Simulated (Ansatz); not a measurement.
`[F][In]([Cl])[GeH3]` → `[F][InH][Cl]` + `[GeH2]` at 298.15 K and 1 bar (germylene loss).

Calculated with Ansatz (gas phase, PBE0-D4/def2-TZVP geometries, no zero-point term in ΔE). CCSD(T)/CBS adds triple-zeta CCSD(T) − MP2 to the extrapolated MP2 energy (def2 sets, frozen cores). def2 core potentials past Kr. For Ge, In outer-core shells are correlated without core-valence functions, which leaves a few kJ/mol of doubt a bond. Scalar relativity is left out up to krypton.

```tsv
species	CCSD(T)/CBS energy (Eh)	H − E (kJ/mol)	S (J/(mol·K))
`[F][In]([Cl])[GeH3]`	-2827.39267	91.0	399.0
`[F][InH][Cl]`	-750.05448	37.6	308.4
`[GeH2]`	-2077.24753	38.7	220.4
```

H − E and S are ideal-gas, rigid-rotor, harmonic terms from PBE0-D4/def2-TZVP, for one conformer and one mirror image of each species. 1 Eh = 2625.50 kJ/mol, R = 8.31446 J/(mol·K).

Question: By hand: ΔE, ΔH, ΔS and ΔG.

Answer: ΔE = (-750.05448) + (-2077.24753) − (-2827.39267) = 0.09066 Eh = 238.0 kJ/mol. Δ(H − E) = 37.6 + 38.7 − 91.0 = -14.7, so ΔH = 223.3 kJ/mol. ΔS = 308.4 + 220.4 − 399.0 = 129.8 J/(mol·K). ΔG = 223.3 − 298.15 × (129.8)/1000 = 184.6 kJ/mol.

Question: By hand: the equilibrium constant, and the temperature at which ΔG would vanish if ΔH and ΔS stayed fixed.

Answer: log₁₀ K = −ΔG/(RT ln 10) = -32.3. ΔG = 0 at ΔH/ΔS = 1720 K.

The number of gas molecules changes by +1, which sets the sign of ΔS. A doubt of 5 kJ/mol in ΔE shifts log₁₀ K by 0.9 here. Other conformers and mirror images would add mixing entropy, several J/(mol·K) or more a flexible species. Modes under 60 cm⁻¹, often nearly free rotors, make the harmonic entropy too high. These are equilibria of isolated gas molecules and say nothing of rates. Largest T1 diagnostic: 0.015 (customary marks: 0.02 for closed shells, 0.045 for open ones).
